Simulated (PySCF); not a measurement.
AlHO, SMILES [OH][Al] (connectivity only; charge and spin as stated), neutral, multiplicity 1. The structure is a stationary point at B3LYP-D3(BJ)/def2-TZVPD.

PySCF with TDA-LC-ωPBE/def2-TZVPD puts the lowest singlet excitations at 5.61, 5.61, 6.59, 7.04, 7.64, 7.69 eV.

Question: What are the lowest excitation roots from ADC(3)/aug-cc-pVDZ in PySCF? (An estimate is asked for; the answer gives what the named calculation found.)

Answer: 5.26, 5.26, 6.05, 6.61, 7.30, 7.30 eV. S1 differs by -0.35 eV (second minus first; roots are paired by order, and the bases may differ).
